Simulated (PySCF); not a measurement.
# How far are cheaper levels from CCSD(T)/CBS for TeO?

PySCF; the state is a triplet (π ↑↑). The composite is CCSD(T) extrapolated to the basis-set limit from two correlation-consistent sets, with core-valence (CV) and scalar-relativistic (SR) terms as its label shows; it has no spin–orbit coupling and nothing beyond (T). Here it is CCSD(T)/CBS(TQ). It gives Re = 1.833 Å, ωe = 820 cm⁻¹ and De = 4.06 eV to Te + O.

```csv
level,basis,relativity,Re (Å),ωe (cm⁻¹),De (eV)
ROHF,aug-cc-pVDZ-PP/aug-cc-pVDZ,scalar-relativistic core potentials,1.795,937,0.39
ROHF-CCSD,x2c-SVPall,spin-free X2C,1.856,790,2.77
ROHF-CCSD(T),cc-pVDZ-PP/cc-pVDZ,scalar-relativistic core potentials,1.882,745,2.99
revPBE,def2-TZVPP,scalar-relativistic core potentials,1.849,775,4.47
PBE0,def2-SVP,scalar-relativistic core potentials,1.851,812,3.59
PBE0,aug-cc-pVDZ-PP/aug-cc-pVDZ,scalar-relativistic core potentials,1.844,825,3.82
PBE0,cc-pVTZ-PP/cc-pVTZ,scalar-relativistic core potentials,1.820,848,3.94
r²SCAN0,def2-SVP,scalar-relativistic core potentials,1.841,831,3.21
HSE06,def2-TZVPP,scalar-relativistic core potentials,1.814,845,4.04
B2PLYP,aug-cc-pVDZ-PP/aug-cc-pVDZ,scalar-relativistic core potentials,1.875,750,4.00
```

Q: Give the difference of each row from the composite.

A: 

```csv
level,basis,ΔRe (pm),Δωe (%),ΔDe (eV)
ROHF,aug-cc-pVDZ-PP/aug-cc-pVDZ,-3.8,+14.3,-3.67
ROHF-CCSD,x2c-SVPall,+2.3,-3.7,-1.29
ROHF-CCSD(T),cc-pVDZ-PP/cc-pVDZ,+4.9,-9.1,-1.07
revPBE,def2-TZVPP,+1.6,-5.5,+0.41
PBE0,def2-SVP,+1.8,-1.0,-0.47
PBE0,aug-cc-pVDZ-PP/aug-cc-pVDZ,+1.1,+0.6,-0.24
PBE0,cc-pVTZ-PP/cc-pVTZ,-1.3,+3.4,-0.12
r²SCAN0,def2-SVP,+0.8,+1.3,-0.85
HSE06,def2-TZVPP,-1.9,+3.0,-0.02
B2PLYP,aug-cc-pVDZ-PP/aug-cc-pVDZ,+4.2,-8.5,-0.06
```

Q: Which rows come closest in De?

A: HSE06 in def2-TZVPP (-0.02 eV), counted from the composite.

Correlated steps freeze the inner cores (5 to 19 orbitals); shallow outer-core shells are correlated. Correlated levels converge slowly with the basis: in double zeta they bind strong bonds too weakly, by up to about 1 eV, and carry superposition errors of some tenths. Spin–orbit coupling is left out, which matters for elements this heavy, above all for dissociation energies. B2PLYP dipoles, levels and charges come from its SCF part alone. The CCSD T1 diagnostic is raised in TeO, a sign that a single reference may not be enough there. The state was picked by a PBE0 search and need not be the measured ground state.
